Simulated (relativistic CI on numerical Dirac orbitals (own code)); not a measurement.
# Er3+ (4f11) in a crystal field

Calculated by Dirac-Coulomb-Breit CI, orbitals from a KLI potential per configuration, a model potential for QED, one configuration in a parametric crystal field, unscaled Slater integrals (own radial code). With so little scaling, terms lie 10 to 35 % too far apart, which can change the order of excited levels.

Field parameters in Wybourne normalisation; cubic f-shell fields have B⁴₄ = √(5/14) B⁴₀ and B⁶₄ = −√(7/2) B⁶₀. The field is a parameter set, without covalency.

S and J are read from ⟨S²⟩ = S(S + 1) and ⟨J²⟩ = J(J + 1) of each level; they are not fictitious spins.

Oh, B40 = -2810, B60 = 830 cm⁻¹, the lowest 16 levels:

```csv
E (cm⁻¹),Degeneracy,Irrep,S,J
0.0,2,Γ7,1.48,7.50
94.7,2,Γ6,1.48,7.50
97.5,4,Γ8,1.48,7.50
756,4,Γ8,1.48,7.50
829,4,Γ8,1.48,7.50
6596,4,Γ8,1.49,6.49
6617,2,Γ7,1.49,6.49
6999,2,Γ7,1.49,6.50
7032,4,Γ8,1.49,6.50
7058,2,Γ6,1.49,6.50
10611,4,Γ8,1.42,5.49
10864,2,Γ7,1.41,5.51
10924,4,Γ8,1.41,5.51
10936,2,Γ6,1.41,5.50
13071,2,Γ6,1.32,4.50
13605,4,Γ8,1.32,4.51
```

Principal g values of the ground doublet: 6.83, 6.83, 6.83.

D4h, B20 = 940, B40 = -1040, B44 = 110, B60 = 0, B64 = -280 cm⁻¹, the lowest 10 levels:

```json
{"E (cm⁻¹)": "0.0", "Degeneracy": "2", "Irrep": "Γ7", "S": "1.48", "J": "7.50"}
{"E (cm⁻¹)": "1.0", "Degeneracy": "2", "Irrep": "Γ6", "S": "1.48", "J": "7.50"}
{"E (cm⁻¹)": "109", "Degeneracy": "2", "Irrep": "Γ7", "S": "1.48", "J": "7.50"}
{"E (cm⁻¹)": "132", "Degeneracy": "2", "Irrep": "Γ6", "S": "1.48", "J": "7.50"}
{"E (cm⁻¹)": "225", "Degeneracy": "2", "Irrep": "Γ6", "S": "1.48", "J": "7.50"}
{"E (cm⁻¹)": "228", "Degeneracy": "2", "Irrep": "Γ6", "S": "1.48", "J": "7.50"}
{"E (cm⁻¹)": "275", "Degeneracy": "2", "Irrep": "Γ7", "S": "1.48", "J": "7.50"}
{"E (cm⁻¹)": "285", "Degeneracy": "2", "Irrep": "Γ7", "S": "1.48", "J": "7.50"}
{"E (cm⁻¹)": "6447", "Degeneracy": "2", "Irrep": "Γ6", "S": "1.49", "J": "6.50"}
{"E (cm⁻¹)": "6468", "Degeneracy": "2", "Irrep": "Γ7", "S": "1.49", "J": "6.50"}
```

Principal g values of the ground doublet: 0.71, 8.42, 8.42.

D3d, B20 = 1640, B40 = -550, B43 = 1440, B60 = -270, B63 = -690, B66 = 100 cm⁻¹, the lowest 10 levels:

| E (cm⁻¹) | Degeneracy | Irrep | S | J |
| --- | --- | --- | --- | --- |
| 0.0 | 2 | Γ4 | 1.48 | 7.50 |
| 78.4 | 2 | Γ5+Γ6 | 1.48 | 7.50 |
| 225 | 2 | Γ4 | 1.48 | 7.50 |
| 446 | 2 | Γ4 | 1.48 | 7.50 |
| 450 | 2 | Γ5+Γ6 | 1.48 | 7.50 |
| 553 | 2 | Γ4 | 1.48 | 7.50 |
| 576 | 2 | Γ5+Γ6 | 1.48 | 7.50 |
| 579 | 2 | Γ4 | 1.48 | 7.50 |
| 6539 | 2 | Γ4 | 1.49 | 6.50 |
| 6604 | 2 | Γ5+Γ6 | 1.49 | 6.50 |

Principal g values of the ground doublet: 1.62, 9.13, 9.13.

The next free-ion level lies 6413 cm⁻¹ above the lowest; the field splits the ground level into components whose J stays near 15/2 as long as their spread is small against that gap.

Levels of this model without a field, named by their leading LS term: ⁴I°15/2 0, ⁴I°13/2 6413, ⁴I°11/2 10370, ⁴I°9/2 13133, ⁴F°9/2 18654, ²H°11/2 22082, ⁴S°3/2 23238, ⁴F°7/2 24754 cm⁻¹.
